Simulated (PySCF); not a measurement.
Compound: CH₁₀NPSi₄.
SMILES with atom numbers: `[N:1]#[C:2][SiH2:3][SiH2:4][SiH2:5][SiH2:6][PH2:7]` (hydrogens: H8, H9 on Si3; H10, H11 on Si4; H12, H13 on Si5; H14, H15 on Si6; H16, H17 on P7)

Structure used (GFN2-xTB), in Å, numbered top down from 1:
```xyz
17
CH10NPSi4 angstrom
N     -1.861   -1.557   -1.293
C     -1.874   -0.413   -1.204
Si    -1.815    1.434   -0.931
Si    -0.509    1.691    0.978
Si     0.212   -0.334    1.892
Si     1.271   -1.706    0.340
P      1.555   -0.416   -1.477
H     -1.312    1.974   -2.196
H     -3.233    1.801   -0.822
H     -1.263    2.513    1.939
H      0.643    2.541    0.635
H     -0.936   -1.045    2.471
H      1.082   -0.095    3.056
H      0.514   -2.869   -0.118
H      2.580   -2.224    0.773
H      2.772    0.096   -1.069
H      2.168   -1.380   -2.244
```

Computed at PBE0/pcSseg-1 (PySCF, non-relativistic), with Q(14N) = 0.02044 b: N1, 14N (I = 1): χzz = -5.374 MHz, η = 0.022.

Find the zero-field quadrupole resonance frequencies of 14N at N1.

From ν± = (3/4)|χ|(1 ± η/3) and ν0 = |χ|η/2: ν+ 4.060 MHz, ν− 4.000 MHz, ν0 0.060 MHz (cyano nitrogen).

In a crystal, neighbours and librations shift these lines. Isolated species at its GFN2-xTB geometry (one conformer only). GFN2-xTB bond lengths can be off by several hundredths of an ångström, more for odd bonds, and the gradients follow them. With so small a basis the couplings can be 20 % off.
